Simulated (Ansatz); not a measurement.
One change: `ClBC1C[SiH2]1` becomes `[SeH]C1C[SiH2]1`.

Ansatz, PBE0-D4/def2-TZVP geometries, multiplicity 1. Each molecule was computed in one conformer, which needn't be the lowest.

Scalar relativity is left out up to krypton.

```
                                          property  `ClBC1C[SiH2]1`
size of the dipole moment (ωB97M-V/def2-TZVPP) / D             2.51
             LUMO energy (ωB97M-V/def2-TZVPP) / eV             1.02
                LUMO energy (PBE0/def2-TZVPP) / eV            -0.80
                HOMO energy (PBE0/def2-TZVPP) / eV            -7.25
  size of the dipole moment (B3LYP/def2-TZVPP) / D             2.51
               HOMO–LUMO gap (PBE/def2-TZVPP) / eV             4.53
```

Task: Give the same properties after the change, and the shifts. (An estimate is asked.)

Result: Ansatz gave: 
```csv
property,`[SeH]C1C[SiH2]1`,shift
size of the dipole moment (ωB97M-V/def2-TZVPP) / D,1.51,-1.00
LUMO energy (ωB97M-V/def2-TZVPP) / eV,1.40,0.38
LUMO energy (PBE0/def2-TZVPP) / eV,-0.34,0.46
HOMO energy (PBE0/def2-TZVPP) / eV,-6.30,0.95
size of the dipole moment (B3LYP/def2-TZVPP) / D,1.46,-1.05
HOMO–LUMO gap (PBE/def2-TZVPP) / eV,4.02,-0.51
```

With PBE0 the HOMO rises by 0.95 eV and the LUMO rises by 0.46 eV, so the gap narrows by about 0.49 eV. PBE moves the HOMO by 1.01 eV and ωB97M-V by 0.89 eV. Dipoles are sizes alone; their direction can turn.

B3LYP here is the variant with VWN-RPA as its local correlation; programs differ in this.

Spin–orbit coupling is left out; it splits and shifts lone-pair levels of the heavy atoms by tenths of an eV.
